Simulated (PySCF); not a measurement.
C3H9NSi2, SMILES N#C[C@@H]([SiH3])C[SiH3].

Geometry: PBE0-D3(BJ)/def2-SVP. The structure was generated by enumeration; whether it is a known compound was not checked. Other conformers were not sampled.

Two levels are set side by side: PBE/def2-TZVP (PySCF) and r2SCAN/def2-TZVP (PySCF). Same geometry, gas phase. Differences are taken from unrounded values.

```
quantity                       PBE
---------------------------  -----
orbital gap (eV)              6.10
highest occupied level (eV)  -7.18
lowest empty level (eV)      -1.08
dipole moment (D)             3.91
mean polarisability (bohr³)   96.2
```

### Question
These are the PBE values. What does r2SCAN give? (An estimate is asked for; the answer gives what the named calculation found.)

### Answer

```json
[
 {"quantity": "orbital gap (eV)", "r2SCAN": "6.68", "PBE minus r2SCAN": "-0.58"},
 {"quantity": "highest occupied level (eV)", "r2SCAN": "-7.42", "PBE minus r2SCAN": "0.24"},
 {"quantity": "lowest empty level (eV)", "r2SCAN": "-0.74", "PBE minus r2SCAN": "-0.34"},
 {"quantity": "dipole moment (D)", "r2SCAN": "4.03", "PBE minus r2SCAN": "-0.12"},
 {"quantity": "mean polarisability (bohr³)", "r2SCAN": "93.6", "PBE minus r2SCAN": "2.6"}
]
```

Rough cost on one machine, each run with all the roots and properties that it gave: r2SCAN against PBE about 4 times.
